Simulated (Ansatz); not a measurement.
Se(SiH3)2 (Si2H6Se), relaxed as a singlet with RKS PBE0-D4/def2-SVP in Ansatz, starting from the GFN2-xTB geometry. Force threshold 0.02 eV/Å.

Start:

Cartesian coordinates in Å:
```
Se -0.700 1.216 0.379
Si 1.534 0.889 0.041
H 1.971 -0.200 0.908
H 2.137 2.165 0.392
H 1.735 0.537 -1.362
Si -1.548 -0.863 -0.034
H -2.990 -0.673 -0.030
H -1.098 -1.757 1.030
H -1.041 -1.314 -1.326
```

Task: Estimate the energy that the relaxation releases and the steps that it takes.

Result: 12.1 kJ/mol, in 11 steps; 16 s on 4 threads of Arm Neoverse V1 on a shared host. The force fell under the threshold at step 6, but the optimiser went on. No frequencies were taken in this run, so the end may be a saddle point.

Task: Does the start keep its bonding?

Result: By distances, no bond broke or formed. The bond that changes most is Si6–H7, from 1.45 to 1.49 Å (atoms count from 1).

Task: Predict the relaxed structure.

Result: 
```xyz
9

Se   -0.766    1.331    0.373
Si    1.452    0.864    0.070
H     1.907   -0.196    1.017
H     2.182    2.136    0.337
H     1.717    0.406   -1.326
Si   -1.493   -0.795   -0.050
H    -2.980   -0.756    0.047
H    -0.940   -1.758    0.949
H    -1.079   -1.232   -1.417
```
Bond lengths: 2 × Se–Si 2.29 Å; 6 × H–Si 1.49 Å.
